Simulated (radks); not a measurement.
Results of a calculation; reference values are marked as such.
Species: O IV. Configuration: [He] 2s2 2p1. Code: a radial shooting solver on a logarithmic mesh with Libxc functionals. Model: scalar-relativistic Kohn-Sham, PBEsol, spin-polarised, spherical densities, finite nucleus; open shells are filled with parallel spins first; Fermi nuclear charge, rms radius 2.6991 fm.

Unscreened Slater integrals over Kohn-Sham orbitals (hartree). They are taken over the spin-up orbitals.

F0(2p,2p): 1.0000
F2(2p,2p): 0.46953
F0(2p,2s): 0.95744
G1(2p,2s): 0.57788
F0(2p,1s): 1.3860
G1(2p,1s): 0.18653
F0(2s,2s): 0.92935
F0(2s,1s): 1.3049
G0(2s,1s): 0.10988
F0(1s,1s): 4.7206

Derived for the open shells (J is the average intra-shell exchange parameter used in DFT+U). 2p: J = F2/5 = 0.09391 hartree.
